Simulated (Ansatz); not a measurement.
Level of theory: PBE0-D3(BJ)/def2-TZVP (Ansatz, a first-principles code). No frequencies were computed at this level.

Ansatz 0.2 input:
```yaml
crystal:
  periodic: [false, false, false]
  atoms:
    - { symbol: O, position_ang: [1.290807, -0.282604, -0.036291] }
    - { symbol: Ga, position_ang: [-0.017908, 0.930342, 0.085766] }
    - { symbol: O, position_ang: [-1.692492, 0.273998, 0.039686] }
    - { symbol: H, position_ang: [2.243721, -0.250686, -0.04577] }
    - { symbol: H, position_ang: [-1.824128, -0.671051, -0.043392] }
basis:
  gaussian: { orbitals: def2-tzvp }
hamiltonian:
  xc: pbe0
  dispersion: d3bj
relax:
  max_steps: 150
magnetization:
  spin_polarized: true
  initial_magnetization: 1
```

Output:

```
Functional definition: PBE0
803 factors; their error is unknown
mean field evaluation 1: about -56484.0875 eV, gradient 5.9e1 eV
mean field evaluation 2: about -56436.6141 eV, gradient 1.2e2 eV
mean field evaluation 4: about -56495.2794 eV, gradient 8.4e0 eV
mean field evaluation 8: about -56495.5228 eV, gradient 2.0e-1 eV
mean field evaluation 16: about -56495.7202 eV, gradient 1.6e-4 eV
mean field -56495.72022918 eV, -2076.1794242480 hartree, gradient 5.0e-5 eV, S^2 0.753071; 0 other end points of the search recorded, 0 dependent functions left out
reference -56495.72025468 eV, -2076.1794251851 hartree; 25, 24 occupied and 97, 98 virtual orbitals, 803 factors
relax step   1: F+E_penalty+E_count = -56495.77119817 eV  Δ(F+E_penalty+E_count) = +0.000e0 eV  max|allowed force component| = 6.191e-1 eV/Å  Δτ_max = 0.0000 Å  (29 SCF iters, accepted)
these checks for a lower state are left out or cut short: starts, cluster_reference, orbital_swaps, neighbouring_geometries, increment
803 factors; their error is unknown
mean field -56495.76173751 eV, -2076.1809496508 hartree, gradient 1.2e-5 eV, S^2 0.753009; 0 other end points of the search recorded, 0 dependent functions left out
reference -56495.76176291 eV, -2076.1809505841 hartree; 25, 24 occupied and 97, 98 virtual orbitals, 803 factors
relax step   2: F+E_penalty+E_count = -56495.81290089 eV  Δ(F+E_penalty+E_count) = -4.170e-2 eV  max|allowed force component| = 6.067e-1 eV/Å  Δτ_max = 0.0354 Å  (34 SCF iters, accepted)
these checks for a lower state are left out or cut short: starts, cluster_reference, orbital_swaps, neighbouring_geometries, increment
803 factors; their error is unknown
mean field evaluation 32: about -56495.7677 eV, gradient 1.2e-5 eV
mean field -56495.76774426 eV, -2076.1811703946 hartree, gradient 1.2e-5 eV, S^2 0.753089; 0 other end points of the search recorded, 0 dependent functions left out
reference -56495.76776934 eV, -2076.1811713163 hartree; 25, 24 occupied and 97, 98 virtual orbitals, 803 factors
relax step   3: F+E_penalty+E_count = -56495.81932435 eV  Δ(F+E_penalty+E_count) = -6.423e-3 eV  max|allowed force component| = 1.895e0 eV/Å  Δτ_max = 0.1814 Å  (39 SCF iters, accepted)
these checks for a lower state are left out or cut short: starts, cluster_reference, orbital_swaps, neighbouring_geometries, increment
803 factors; their error is unknown
mean field -56495.82965162 eV, -2076.1834454484 hartree, gradient 2.4e-5 eV, S^2 0.752998; 0 other end points of the search recorded, 0 dependent functions left out
reference -56495.82967698 eV, -2076.1834463804 hartree; 25, 24 occupied and 97, 98 virtual orbitals, 803 factors
relax step   4: F+E_penalty+E_count = -56495.88080622 eV  Δ(F+E_penalty+E_count) = -6.148e-2 eV  max|allowed force component| = 3.939e-1 eV/Å  Δτ_max = 0.0964 Å  (34 SCF iters, accepted)
these checks for a lower state are left out or cut short: starts, cluster_reference, orbital_swaps, neighbouring_geometries, increment
803 factors; their error is unknown
mean field -56495.83452454 eV, -2076.1836245248 hartree, gradient 1.5e-5 eV, S^2 0.753040; 0 other end points of the search recorded, 0 dependent functions left out
reference -56495.83454968 eV, -2076.1836254488 hartree; 25, 24 occupied and 97, 98 virtual orbitals, 803 factors
relax step   5: F+E_penalty+E_count = -56495.88596681 eV  Δ(F+E_penalty+E_count) = -5.161e-3 eV  max|allowed force component| = 1.159e-1 eV/Å  Δτ_max = 0.0520 Å  (33 SCF iters, accepted)
these checks for a lower state are left out or cut short: starts, cluster_reference, orbital_swaps, neighbouring_geometries, increment
803 factors; their error is unknown
mean field -56495.83551034 eV, -2076.1836607525 hartree, gradient 1.2e-5 eV, S^2 0.753032; 0 other end points of the search recorded, 0 dependent functions left out
reference -56495.83553552 eV, -2076.1836616776 hartree; 25, 24 occupied and 97, 98 virtual orbitals, 803 factors
relax step   6: F+E_penalty+E_count = -56495.88690537 eV  Δ(F+E_penalty+E_count) = -9.386e-4 eV  max|allowed force component| = 7.667e-3 eV/Å  Δτ_max = 0.0110 Å  (34 SCF iters, accepted)
803 factors; their error is unknown
mean field evaluation 64: about -56495.6389 eV, gradient 1.9e-1 eV
mean field -56495.83551034 eV, -2076.1836607525 hartree, gradient 4.5e-5 eV, S^2 0.753032; 1 other end points of the search recorded, 0 dependent functions left out
reference -56495.83553552 eV, -2076.1836616776 hartree; 25, 24 occupied and 97, 98 virtual orbitals, 803 factors
Total energy: -56495.88693054 eV, -2076.1855504098 hartree
Atom 0 at     1.251828    -0.425849    -0.050836 Å, force    -0.000642     0.003746     0.000073 eV/Å
Atom 1 at     0.012383     0.879222     0.081088 Å, force     0.007667    -0.001571    -0.000202 eV/Å
Atom 2 at    -1.690247     0.312785     0.045067 Å, force    -0.003723     0.001069     0.000061 eV/Å
Atom 3 at     2.162088    -0.121014    -0.032078 Å, force    -0.002922    -0.000525     0.000187 eV/Å
Atom 4 at    -1.736052    -0.645145    -0.043242 Å, force    -0.000381    -0.002719    -0.000119 eV/Å
Dipole moment:     0.362983     0.119797     0.007225 e Å
```

Cost: roughly 19 core-seconds.
